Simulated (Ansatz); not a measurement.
Program: Ansatz. Geometries: PBE0-D4/def2-TZVP. ΔE: electronic, gas phase. CCSD(T)/CBS is the MP2 limit (def2-TZVPP, def2-QZVPP) plus CCSD(T) − MP2 in def2-TZVPP, frozen cores. This one scheme is used for every species. DFT in def2-TZVPP. For Ge outer-core shells are correlated without core-valence functions, which leaves a few kJ/mol of doubt a bond. Scalar relativity is left out up to krypton.

Reaction (cleavage of the Ge–Si bond): `[BH2][GeH]([CH3])[SiH3]` + H–F → `[BH2][GeH]([CH3])[F]` + SiH₄

```tsv
level	ΔE (kJ/mol)
PBE	-35.8
CCSD/def2-TZVPP	-47.4
```

(1) What does CCSD(T)/CBS give? (Estimate.)

Largest T1 diagnostic among the species: 0.012.

## Answers

(1) Ansatz gave: -38.1 kJ/mol. The listed levels differ from it by 2.3, -9.3 kJ/mol.

In def2-TZVPP, CCSD(T) changes the Hartree–Fock value by +40.2 kJ/mol (the triples alone add +4.5 kJ/mol) and MP2 by +42.1 kJ/mol. The D4 term adds +10.0 kJ/mol with B3LYP and +5.8 kJ/mol with PBE0; it sums over pairs of atoms, weighted by their polarisabilities, and B3LYP, whose exchange is more repulsive, gets the larger term.

CCSD(T)/CBS has its own doubt, a few kJ/mol and more with outer-core shells, so smaller differences from it don't rank the levels.

B3LYP here is the variant with VWN-RPA as its local correlation; programs differ in this.
